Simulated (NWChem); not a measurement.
System: C$_{4}$H$_{9}$O, doublet; SMILES CCC[CH]O

The following NWChem deck was run.

```
start job
memory heap 200 mb stack 900 mb global 1100 mb
geometry units angstroms noautosym nocenter noautoz
  C     -0.193871    -2.379246     0.191500
  C     -0.304807    -0.976979    -0.384593
  C      0.640108     0.030000     0.288306
  C      0.520559     1.421035    -0.212984
  O     -0.658526     2.034289     0.085346
  H     -0.883469    -3.078490    -0.305946
  H      0.826111    -2.781532     0.077307
  H     -0.430852    -2.388736     1.267800
  H     -1.337310    -0.603909    -0.280554
  H     -0.095752    -0.997269    -1.468603
  H      0.439652     0.027372     1.376220
  H      1.685107    -0.301642     0.163082
  H      1.014485     1.721277    -1.147539
  H     -0.681927     2.897996    -0.337404
end
basis spherical
  * library def2-svp
end
dft
  odft
  mult 2
  xc xpbe96 cpbe96
  iterations 150
end
cosmo
  dielec 1.5
end
task dft energy
```

Parts of the log:

```
             Northwest Computational Chemistry Package (NWChem) 7.3.0
             --------------------------------------------------------

                             Geometry "geometry" -> ""
                             -------------------------

 Output coordinates in angstroms (scale by  1.889725989 to convert to a.u.)

  No.       Tag          Charge          X              Y              Z
 ---- ---------------- ---------- -------------- -------------- --------------
    1 C                    6.0000    -0.19387100    -2.37924600     0.19150000
    2 C                    6.0000    -0.30480700    -0.97697900    -0.38459300
    3 C                    6.0000     0.64010800     0.03000000     0.28830600
    4 C                    6.0000     0.52055900     1.42103500    -0.21298400
    5 O                    8.0000    -0.65852600     2.03428900     0.08534600
    6 H                    1.0000    -0.88346900    -3.07849000    -0.30594600
    7 H                    1.0000     0.82611100    -2.78153200     0.07730700
    8 H                    1.0000    -0.43085200    -2.38873600     1.26780000
    9 H                    1.0000    -1.33731000    -0.60390900    -0.28055400
   10 H                    1.0000    -0.09575200    -0.99726900    -1.46860300
   11 H                    1.0000     0.43965200     0.02737200     1.37622000
   12 H                    1.0000     1.68510700    -0.30164200     0.16308200
   13 H                    1.0000     1.01448500     1.72127700    -1.14753900
   14 H                    1.0000    -0.68192700     2.89799600    -0.33740400

 Effective nuclear repulsion energy (a.u.)     178.4569253542

  pbe96 is a nonlocal functional; adding pw91lda local functional.

                                 NWChem DFT Module
                                 -----------------

 Summary of "ao basis" -> "ao basis" (spherical)
 ------------------------------------------------------------------------------
       Tag                 Description            Shells   Functions and Types
 ---------------- ------------------------------  ------  ---------------------
 C                          def2-svp                 6       14   3s2p1d
 O                          def2-svp                 6       14   3s2p1d
 H                          def2-svp                 3        5   2s1p

 in cosmo_initialize ...

 solvent parameters
 solvname_short: unkn
 solvname_long:  unknown
 dielec:        1.5000

          ---------------
          -cosmo- solvent
          ---------------
 Cosmo: York-Karplus, doi: 10.1021/jp992097l
 dielectric constant -eps-     =   1.50
 screen = (eps-1)/(eps    )    =   0.33333
 surface charge correction     = lagrangian

   van der Waals surface
 --------------------------

 ---------- ATOMIC COORDINATES (A.U.) ------------ VDWR(ANG.) --
     1   -0.36636307   -4.49612300    0.36188253     2.000
     2   -0.57600171   -1.84622261   -0.72677539     2.000
     3    1.20962872    0.05669178    0.54481934     2.000
     4    0.98371387    2.68536677   -0.40248140     2.000
     5   -1.24443370    3.84424879    0.16128055     1.720
     6   -1.66951433   -5.81750256   -0.57815411     1.300
     7    1.56112343   -5.25633331    0.14608905     1.300
     8   -0.81419222   -4.51405650    2.39579461     1.300
     9   -2.52714946   -1.14122253   -0.53017019     1.300
    10   -0.18094504   -1.88456515   -2.77525726     1.300
    11    0.83082181    0.05172558    2.60067870     1.300
    12    3.18439049   -0.57002073    0.30818029     1.300
    13    1.91709867    3.25274188   -2.16853427     1.300
    14   -1.28865517    5.47641836   -0.63760111     1.300
 number of segments per atom =         32
 number of   points per atom =         32
 atom (   nspa,  nppa )
 ----------------------
    1 (     18,     0 )       0
    2 (     12,     0 )       0
    3 (     11,     0 )       0
    4 (     14,     0 )       0
    5 (     18,     0 )       0
    6 (     16,     0 )       0
    7 (     14,     0 )       0
    8 (     14,     0 )       0
    9 (     14,     0 )       0
   10 (     16,     0 )       0
   11 (     16,     0 )       0
   12 (     14,     0 )       0
   13 (     16,     0 )       0
   14 (     17,     0 )       0
 number of -cosmo- surface points =      210
 molecular surface =    124.881 angstrom**2
 molecular volume  =    107.613 angstrom**3
 G(cav/disp)       =      1.484 kcal/mol
 -lineq- algorithm             =   0
 -bem- low  level              =   2
 -bem- from -octahedral-
 gaussian surface charge width =   4.50000
 degree of switching           =   1.00000
 switching function tolerance  =   0.00010
 atomic radii =
 --------------
    1  6.000  2.000
    2  6.000  2.000
    3  6.000  2.000
    4  6.000  2.000
    5  8.000  1.720
    6  1.000  1.300
    7  1.000  1.300
    8  1.000  1.300
    9  1.000  1.300
   10  1.000  1.300
   11  1.000  1.300
   12  1.000  1.300
   13  1.000  1.300
   14  1.000  1.300
 ...... end of -cosmo- initialization ......

            General Information
            -------------------
          SCF calculation type: DFT
          Wavefunction type:  spin polarized.
          No. of atoms     :    14
          No. of electrons :    41
           Alpha electrons :    21
            Beta electrons :    20
          Charge           :     0
          Spin multiplicity:     2
          Use of symmetry is: off; symmetry adaption is: off
          Maximum number of iterations: 150
          AO basis - number of functions:   115
                     number of shells:    57
          Convergence on energy requested:  1.00D-06
          Convergence on density requested:  1.00D-05
          Convergence on gradient requested:  5.00D-04

              XC Information
              --------------
          PerdewBurkeErnzerhof Exchange Functional  1.000
            Perdew 1991 LDA Correlation Functional  1.000 local
           PerdewBurkeErnz. Correlation Functional  1.000 non-local

             Grid Information
             ----------------
          Grid used for XC integration:  medium
          Radial quadrature: Mura-Knowles
          Angular quadrature: Lebedev.
          Tag              B.-S. Rad. Rad. Pts. Rad. Cut. Ang. Pts.
          ---              ---------- --------- --------- ---------
          C                   0.70       49          13.0       434
          O                   0.60       49          12.0       434
          H                   0.35       45          14.0       434
          Grid pruning is: on
          Number of quadrature shells:   650
          Spatial weights used:  Erf1

[...]

                                   COSMO solvation results
                                   -----------------------

                 gas phase energy =      -232.529409836744
                 sol phase energy =      -232.531618499397
 (electrostatic) solvation energy =         0.002208662652 (    1.39 kcal/mol)

                    DFT Final Alpha Molecular Orbital Analysis
                    ------------------------------------------

 Vector   19  Occ=1.000000D+00  E=-2.826973D-01
              MO Center= -1.5D-01,  2.8D-01, -4.6D-02, r^2= 4.6D+00
   Bfn.  Coefficient  Atom+Function         Bfn.  Coefficient  Atom+Function
  ----- ------------  ---------------      ----- ------------  ---------------
    62      0.366616   5 O  pz               33     -0.248013   3 C  py
    65      0.247120   5 O  pz               19      0.196703   2 C  py
     5     -0.176844   1 C  py              106      0.176597  13 H  s
    47      0.168134   4 C  py               71      0.168823   6 H  s
    20      0.143348   2 C  pz               59      0.133728   5 O  s

 Vector   20  Occ=1.000000D+00  E=-2.759054D-01
              MO Center= -1.4D-03, -6.0D-01, -9.4D-02, r^2= 3.6D+00
   Bfn.  Coefficient  Atom+Function         Bfn.  Coefficient  Atom+Function
  ----- ------------  ---------------      ----- ------------  ---------------
    91      0.254003  10 H  s                86     -0.236276   9 H  s
    18      0.216854   2 C  px               96      0.210711  11 H  s
    20     -0.202476   2 C  pz               34      0.171235   3 C  pz
    92      0.167277  10 H  s               101     -0.162579  12 H  s
    76     -0.158151   7 H  s                97      0.153041  11 H  s

 Vector   21  Occ=1.000000D+00  E=-1.155595D-01
              MO Center=  3.4D-01,  1.4D+00, -6.5D-02, r^2= 2.0D+00
   Bfn.  Coefficient  Atom+Function         Bfn.  Coefficient  Atom+Function
  ----- ------------  ---------------      ----- ------------  ---------------
    48      0.365958   4 C  pz               46      0.309914   4 C  px
    49      0.298039   4 C  px               17      0.296449   2 C  s
    51      0.269223   4 C  pz               47      0.264432   4 C  py
    62     -0.256056   5 O  pz               65     -0.234860   5 O  pz
    45      0.231217   4 C  s                50      0.229686   4 C  py

 Vector   22  Occ=0.000000D+00  E= 2.995575D-02
              MO Center= -2.4D-01,  2.3D+00, -5.4D-01, r^2= 5.2D+00
   Bfn.  Coefficient  Atom+Function         Bfn.  Coefficient  Atom+Function
  ----- ------------  ---------------      ----- ------------  ---------------
   112      1.058844  14 H  s               107      0.691439  13 H  s
    59     -0.675061   5 O  s                17     -0.536633   2 C  s
    31     -0.469424   3 C  s               102      0.466762  12 H  s
    45     -0.453528   4 C  s                51      0.347311   4 C  pz
    87      0.346014   9 H  s                92      0.300146  10 H  s

 Vector   23  Occ=0.000000D+00  E= 5.147818D-02
              MO Center= -3.7D-02, -1.4D+00,  1.3D-01, r^2= 7.9D+00
   Bfn.  Coefficient  Atom+Function         Bfn.  Coefficient  Atom+Function
  ----- ------------  ---------------      ----- ------------  ---------------
     3      1.849360   1 C  s                31      0.862790   3 C  s
    77     -0.856385   7 H  s                82     -0.844569   8 H  s
    72     -0.828844   6 H  s                17      0.753744   2 C  s
    92     -0.631698  10 H  s                97     -0.595046  11 H  s
   102     -0.492573  12 H  s                87     -0.482962   9 H  s

 Vector   24  Occ=0.000000D+00  E= 7.573716D-02
              MO Center=  3.9D-01,  3.7D-02, -3.3D-01, r^2= 7.5D+00
   Bfn.  Coefficient  Atom+Function         Bfn.  Coefficient  Atom+Function
  ----- ------------  ---------------      ----- ------------  ---------------
   107      0.989824  13 H  s               102      0.829465  12 H  s
    45     -0.815039   4 C  s                92      0.790038  10 H  s
    87     -0.655834   9 H  s                82     -0.635870   8 H  s
    97     -0.553002  11 H  s               112     -0.437797  14 H  s
    23      0.404362   2 C  pz                3      0.357920   1 C  s

                     DFT Final Beta Molecular Orbital Analysis
                     -----------------------------------------

 Vector   18  Occ=1.000000D+00  E=-2.879189D-01
              MO Center= -1.6D-02, -5.8D-01, -4.3D-02, r^2= 3.6D+00
   Bfn.  Coefficient  Atom+Function         Bfn.  Coefficient  Atom+Function
  ----- ------------  ---------------      ----- ------------  ---------------
    18      0.250323   2 C  px               86     -0.235921   9 H  s
    32     -0.203771   3 C  px               34     -0.189766   3 C  pz
    76     -0.173662   7 H  s                 4     -0.170465   1 C  px
    87     -0.159685   9 H  s               101     -0.159859  12 H  s
    31      0.154423   3 C  s                20      0.145847   2 C  pz

 Vector   19  Occ=1.000000D+00  E=-2.754789D-01
              MO Center= -1.8D-01, -3.3D-01, -5.5D-02, r^2= 4.0D+00
   Bfn.  Coefficient  Atom+Function         Bfn.  Coefficient  Atom+Function
  ----- ------------  ---------------      ----- ------------  ---------------
    62      0.261150   5 O  pz               91     -0.250542  10 H  s
    20      0.231344   2 C  pz               86      0.192144   9 H  s
    65      0.184405   5 O  pz               96     -0.179948  11 H  s
    34     -0.172675   3 C  pz               81     -0.167767   8 H  s
    92     -0.155303  10 H  s                19      0.150057   2 C  py

 Vector   20  Occ=1.000000D+00  E=-2.732920D-01
              MO Center= -1.5D-02,  6.0D-01, -6.3D-02, r^2= 4.1D+00
   Bfn.  Coefficient  Atom+Function         Bfn.  Coefficient  Atom+Function
  ----- ------------  ---------------      ----- ------------  ---------------
    62      0.353136   5 O  pz               65      0.242276   5 O  pz
   106      0.228162  13 H  s                33     -0.196749   3 C  py
    18      0.166948   2 C  px               47      0.164878   4 C  py
   107      0.159355  13 H  s                32     -0.134524   3 C  px
    96      0.133519  11 H  s                48     -0.124526   4 C  pz

 Vector   21  Occ=0.000000D+00  E=-4.814101D-02
              MO Center=  4.3D-01,  1.4D+00, -7.6D-02, r^2= 2.1D+00
   Bfn.  Coefficient  Atom+Function         Bfn.  Coefficient  Atom+Function
  ----- ------------  ---------------      ----- ------------  ---------------
    17      0.468580   2 C  s                48      0.342177   4 C  pz
    49      0.339986   4 C  px               46      0.302111   4 C  px
    50      0.294222   4 C  py               51      0.267938   4 C  pz
    47      0.250034   4 C  py               62     -0.216922   5 O  pz
    65     -0.208116   5 O  pz               21      0.189778   2 C  px

 Vector   22  Occ=0.000000D+00  E= 3.259076D-02
              MO Center= -2.5D-01,  2.2D+00, -5.2D-01, r^2= 5.5D+00
   Bfn.  Coefficient  Atom+Function         Bfn.  Coefficient  Atom+Function
  ----- ------------  ---------------      ----- ------------  ---------------
   112      1.069035  14 H  s                59     -0.658524   5 O  s
   107      0.651276  13 H  s                17     -0.556019   2 C  s
    31     -0.491913   3 C  s               102      0.487713  12 H  s
    45     -0.451872   4 C  s                87      0.370935   9 H  s
    51      0.333252   4 C  pz               92      0.313106  10 H  s

 Vector   23  Occ=0.000000D+00  E= 5.264809D-02
              MO Center= -6.0D-02, -1.4D+00,  1.1D-01, r^2= 8.3D+00
   Bfn.  Coefficient  Atom+Function         Bfn.  Coefficient  Atom+Function
  ----- ------------  ---------------      ----- ------------  ---------------
     3      1.885970   1 C  s                77     -0.862598   7 H  s
    82     -0.849529   8 H  s                72     -0.840364   6 H  s
    31      0.789500   3 C  s                17      0.701415   2 C  s
    92     -0.613431  10 H  s                97     -0.555505  11 H  s
   102     -0.474100  12 H  s                87     -0.469334   9 H  s

   alpha - beta orbital overlaps
   -----------------------------

   alpha      1      2      3      4      5      6      7      8      9     10
    beta      1      2      3      4      5      6      7      8      9     10
 overlap   1.000  1.000  0.965  0.965  1.000  1.000  0.998  0.995  0.993  0.998

   alpha     11     12     13     14     15     16     17     18     19     20
    beta     11     12     13     14     15     16     17     18     19     20
 overlap   0.996  0.999  0.997  0.960  0.947  0.786  0.768  0.991  0.726  0.748

   alpha     21     22     23     24     25     26     27     28     29     30
    beta     21     22     23     24     25     26     27     28     29     30
 overlap   0.991  0.999  0.998  0.995  0.999  0.991  0.985  0.999  0.997  0.995

   alpha     31     32     33     34     35     36     37     38     39     40
    beta     31     32     33     34     35     36     37     38     39     40
 overlap   0.982  0.995  0.987  0.986  0.991  0.995  0.992  0.947  0.797  0.753

   alpha     41     42     43     44     45     46     47     48     49     50
    beta     41     42     43     44     45     46     47     48     49     50
 overlap   0.713  0.729  0.991  0.975  0.969  0.996  0.970  0.966  0.948  0.951

[...]
```

Level: PBE/def2-SVP, spin-unrestricted, COSMO on the gas-phase geometry. Structure relaxed at the PBE0/def2-SVP, spin-unrestricted level. No stability test was run on the SCF state. COSMO prints the solvation energy as gas minus solution, so a positive value is a stabilisation.
